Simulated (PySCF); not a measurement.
## YbH3(H2O): from a saddle point downhill

PySCF 2.14.0, RKS PBE0, Yb lcecp-1-SVP with ECP59, H def2-SVP, O def2-SVP; non-relativistic Hamiltonian with scalar-relativistic core potentials where named; density fitting; no spin-orbit coupling. Relaxed within the symmetry of its start, the geometry (Cs) is

```xyz
7

Yb    0.1168   -0.1277    0.1277
H     0.9672    1.4815    0.9378
H    -0.9812   -1.2955    1.2955
H     0.9672   -0.9378   -1.4815
O    -1.1849    1.2304   -1.2304
H    -1.1528    2.1869   -1.0839
H    -1.1528    1.0839   -2.1869
```

and its lowest harmonic modes are -80, 157, 223, 271, 343, 387 cm⁻¹ (negative: unstable). It was moved along the lowest mode and relaxed again.

(1) Where does it end, and how much lower?

(2) How do the contacts change?

(3) Is the end a minimum?

An lcecp potential fixes the number of 4f electrons, so in runs with it no electron can move into or out of that shell.

State: singlet in the valence, with the 4f electrons in the core potential.

Answers

(1) In C1, 0.002 eV lower, after 5 steps:
```xyz
7

Yb    0.1147   -0.1243    0.1323
H     1.1488    1.3223    1.0177
H    -0.9823   -1.3163    1.2753
H     0.7854   -0.8231   -1.6155
O    -1.1770    1.2260   -1.2358
H    -1.3575    2.1723   -1.1582
H    -0.9527    1.0406   -2.1617
```

(2) 
```
     contact  saddle (Å)  end (Å)
  Yb1–H2 (H)       1.992    1.986
  Yb1–H3 (H)       1.983    1.983
  Yb1–H4 (H)       1.992    1.998
Yb1–O5 (H2O)       2.320    2.316
```


(3) Yes, as far as the noise of the softest modes lets one tell (those above −25 cm⁻¹ count as noise); lowest modes 19, 128, 234, 271, 344, 385 cm⁻¹.
